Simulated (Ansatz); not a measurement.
Job for Ansatz (an electronic-structure program): U-wB97X-V/def2-TZVPP on Rh, 2S+1 = 4, a spin state set in the input, which need not be the lowest. Elements past Kr take the def2 small-core potentials; no spin–orbit coupling.

Ansatz 0.2 input:
```yaml
crystal:
  periodic: [false, false, false]
  atoms:
    - {symbol: Rh, position_ang: [0.00000000, 0.00000000, 0.00000000]}
basis:
  gaussian:
    orbitals: def2-TZVPP
hamiltonian:
  xc: {name: wB97X-V}
magnetization: {spin_polarized: true, initial_magnetization: 3}
scf: {lower_state_search: full}
```

### Question
What total energy does the run end on?

### Answer
-110.4405 hartree.

### Question
How many basis functions does it have, and what does it roughly cost on one machine?

### Answer
56 functions; very roughly 40 core-seconds.
